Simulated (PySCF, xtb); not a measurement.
C₂H₇BFNO, SMILES COCB(N)F.

GFN2-xTB in xtb at its own geometry gives an orbital gap of 5.63 eV and a dipole moment of 2.13 D.

The structure is a stationary point at r2SCAN-D4/def2-SVP. This is a generated structure with no PubChem entry under its InChIKey; it may be hypothetical. Other conformers were not sampled.

**Question.** What does PySCF with HF/def2-TZVP give? (An estimate is asked for; the answer gives what the named calculation found.)

**Answer.** gap 14.54 eV (levels -11.24 and 3.30 eV), dipole 1.67 D.
